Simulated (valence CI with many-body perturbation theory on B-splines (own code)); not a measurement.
# Si7+: one-electron terms

Method: configuration interaction combined with many-body perturbation theory (CI+MBPT): five valence electrons over a frozen Dirac-Fock core [He], radial functions for each j: 9 s, 9 p, 8 d, 6 f, 3 g, 1 h, with the one-electron correlation potential Σ1, the two-electron term Σ2, the three-electron term Σ3, Breit, model QED; selected CI, second order for the rest, scaled by the run's own slope (own B-spline code, finite nucleus).

No measured levels were compared; by estimate levels hold to about 100 cm⁻¹ or 0.05 % of their energy and the worst to 300 or 400 cm⁻¹, as in measured light ions of charge 2 to 7. Among the levels kept, up to 2100 cm⁻¹ of a level comes from second order outside the variational space, and about a tenth of that is noise between levels of different J, which matters for small intervals.

These are the spectroscopic orbitals of the CI (the correlating ones are not listed), shaped by the core and the other valence electrons. h is the expectation value of the core's Dirac-Fock operator, without the valence repulsion; Σ1 is computed up to l = 3 at one energy for each symmetry, that of its lowest orbital but kept below the first core excitation, so for empty shells it is not the orbital's own correlation shift; Breit and QED include the response of the core.

| Orbital | h (hartree) | Σ1 (cm⁻¹) | Breit (cm⁻¹) | QED (cm⁻¹) | ⟨r⟩ (bohr) |
| --- | --- | --- | --- | --- | --- |
| 2s1/2 | -19.054 | -933 | 467 | 301 | 0.5178 |
| 3s1/2 | -8.0442 | -182 | 108 | 70.9 | 1.314 |
| 4s1/2 | -4.3762 | -63.6 | 39.2 | 25.9 | 2.506 |
| 5s1/2 | -2.75 | -29.9 | 18.7 | 12.4 | 4.066 |
| 2p1/2 | -18.09 | -1929 | 813 | -25.2 | 0.4679 |
| 3p1/2 | -7.7106 | -367 | 190 | -5.8 | 1.318 |
| 4p1/2 | -4.233 | -132 | 71.5 | -2.2 | 2.558 |
| 5p1/2 | -2.6764 | -63.0 | 34.8 | -1.1 | 4.166 |
| 2p3/2 | -18.05 | -1898 | 363 | -8.3 | 0.4694 |
| 3p3/2 | -7.6994 | -362 | 82.8 | -1.9 | 1.320 |
| 4p3/2 | -4.2284 | -130 | 31.0 | -0.7 | 2.562 |
| 5p3/2 | -2.6741 | -62.1 | 15.1 | -0.3 | 4.170 |
| 3d3/2 | -7.4013 | -83.6 | 2.4 | -0.5 | 1.220 |
| 4d3/2 | -4.1143 | -36.4 | 1.3 | -0.2 | 2.510 |
| 5d3/2 | -2.6173 | -18.8 | 0.7 | -0.1 | 4.169 |
| 3d5/2 | -7.3985 | -83.2 | 0.7 | 0.3 | 1.221 |
| 4d5/2 | -4.1131 | -36.2 | 0.4 | 0.1 | 2.511 |
| 5d5/2 | -2.6167 | -18.7 | 0.2 | 0.1 | 4.170 |
| 4f5/2 | -4.0135 | -4.5 | 0.0 | -0.1 | 2.239 |
| 5f5/2 | -2.5696 | -2.6 | 0.0 | 0.0 | 3.919 |
| 4f7/2 | -4.0131 | -4.5 | 0.0 | 0.1 | 2.239 |
| 5f7/2 | -2.5694 | -2.6 | 0.0 | 0.0 | 3.920 |
| 5g7/2 | -2.5606 |  | 0.0 | 0.0 | 3.436 |
| 5g9/2 | -2.5605 |  | 0.0 | 0.0 | 3.436 |

Among the shells of the start configuration 2s2 2p3, Σ1 is largest in size for 2p1/2, where it is 0.049 % of h.

Lowest root of each symmetry, sizes in configuration state functions:

| J | Parity | Roots | Reference | Variational | Second order | Change by selected CI (cm⁻¹) | Change by second order (cm⁻¹) |
| --- | --- | --- | --- | --- | --- | --- | --- |
| 1/2 | even | 12 | 56 | 39947 | 1643000 | -26651 | -115 |
| 3/2 | even | 16 | 77 | 39882 | 3129524 | -26347 | -413 |
| 5/2 | even | 14 | 67 | 39736 | 3732724 | -26029 | -733 |
| 7/2 | even | 7 | 35 | 40001 | 3399919 | -45388 | -875 |
| 9/2 | even | 3 | 16 | 42403 | 2403242 | -45815 | -549 |
| 1/2 | odd | 9 | 66 | 39962 | 1393242 | -27811 | -110 |
| 3/2 | odd | 14 | 100 | 39997 | 2653386 | -25016 | -252 |
| 5/2 | odd | 8 | 85 | 39925 | 2383633 | -28779 | -513 |
| 7/2 | odd | 3 | 54 | 42042 | 2033616 | -34398 | -370 |
| 9/2 | odd | 1 | 22 | 48017 | 938382 | -26589 | -75 |
